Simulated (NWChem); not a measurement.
# SiH2ClF; SMILES F[SiH2]Cl

All runs: NWChem. Geometry: optimised at PBE0/def2-SVP. Level: PBE0/def2-SVP with SMD (1 M gas to 1 M solution), gas-phase geometry. Reactions with the solvent are ignored.

**Question.** What does the run give for solvent water? Quantities: solvation free energy (kcal/mol); cavity-dispersion-structure term (kcal/mol); dipole in solution (D).

**Answer.** 
```yaml
solvation free energy (kcal/mol): 0.4
cavity-dispersion-structure term (kcal/mol): 2.3
dipole in solution (D): 1.86
```
